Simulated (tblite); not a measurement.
Br2Pb (SMILES [Br][Pb][Br]), singlet, at a GFN2-xTB geometry (such geometries of metal compounds can be far from the true shape); IPEA1-xTB run with tblite.

tblite was given this input:
```
$ tblite run mol.xyz --method ipea1 --charge 0 --spin 0 --json tblite.json --no-restart

# file mol.xyz
3

Pb     0.00240630     0.00054633     0.75031546
Br     1.12249584    -1.65311511    -0.88134668
Br    -1.12813346     1.65183512    -0.87653525
```

Output, abridged:

```
xTB calculator
 | screened Coulomb repulsion
 | Coulomb electrostatics
 |  * isotropic Klopman-Ohno-Mataga-Nishimoto electrostatics
 |  * onsite third-order electrostatics
 | DFT-D3(BJ) dispersion correction

halogen bonding energy    0.0000000000000E+00 Eh
repulsion energy          1.6105796691326E-02 Eh
dispersion energy        -1.1967429874417E-03 Eh
number of electrons       1.8000000000000E+01 e
integral cutoff           2.6844815140639E+01 bohr

------------------------------------------------------------
  cycle        total energy    energy error   density error
------------------------------------------------------------
      1     -8.589938446118  -8.6048475E+00   5.4716538E-01
      2     -8.599329774242  -9.3913281E-03   7.9912093E-01
      3     -9.099383905737  -5.0005413E-01   1.7281557E-01
      4     -9.114220012217  -1.4836106E-02   1.0129582E-01
      5     -9.120959884160  -6.7398719E-03   1.1035866E-02
      6     -9.121093014999  -1.3313084E-04   1.5101785E-03
      7     -9.121094638796  -1.6237968E-06   7.8385323E-04
      8     -9.121095307674  -6.6887861E-07   9.8674822E-05
      9     -9.121095315750  -8.0751672E-09   1.3221747E-05
------------------------------------------------------------

electronic energy        -9.1360043694534E+00 Eh
total energy             -9.1210953157495E+00 Eh

Post processing:
 | Mayer-Wiberg bond orders

[Info] JSON dump of results written to 'tblite.json'
```
